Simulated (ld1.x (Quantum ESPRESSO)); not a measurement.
## hydrogen (H) TM: all-electron and pseudo phase curves

ld1.x (Quantum ESPRESSO) 7.5 input, shortened:

```
&input
   title='H', zed=1., rel=0, dft='PBE', iswitch=3,
   config='1s1 2p-2'
 /
 &inputp
   pseudotype=2, tm=.true., lloc=0,
   nlcc=.false.
 /
2
2P  2  1  -2.00   0.10  1.25  1.25  0.0
1S  1  0   1.00   0.00  1.45  1.45  0.0
 &test
   configts(1)='1s1'
 /
```

The phase is arctan(r·u′/u) with u = r·R(r), unwrapped; energies in Ry, scanned from -2 to 5 Ry. A pole is an energy at which the radial function vanishes at the test radius. The pseudo phase is shifted by a multiple of π to meet the all-electron one at the reference energy, and phase errors are pseudo minus all-electron; the curves can meet again beyond the range given. Levels narrower than the energy grid can be missing from the lists of poles.

```
channel  radius (bohr)  reference energy (Ry)  poles, all-electron  poles, pseudo  unbroken range about the reference energy with phases within 0.05 rad  phase error 1 Ry above the reference energy (rad)
      s           1.60                  -0.48                 1.14           1.17                                                              below 3.9                                             +0.004
      p           1.60                   0.10                 none           none                                                        the whole range                                             -0.002
```

Phases in the p channel:

| E (Ry) | all-electron | pseudo |
| --- | --- | --- |
| -2.00 | 1.189 | 1.189 |
| -1.52 | 1.155 | 1.154 |
| -1.04 | 1.111 | 1.111 |
| -0.56 | 1.053 | 1.053 |
| -0.08 | 0.973 | 0.973 |
| 0.40 | 0.857 | 0.857 |
| 0.88 | 0.676 | 0.676 |
| 1.36 | 0.386 | 0.382 |
| 1.84 | -0.050 | -0.061 |
| 2.32 | -0.531 | -0.550 |
| 2.80 | -0.891 | -0.912 |
| 3.28 | -1.118 | -1.138 |
| 3.76 | -1.262 | -1.282 |
| 4.24 | -1.360 | -1.381 |
| 4.72 | -1.431 | -1.452 |
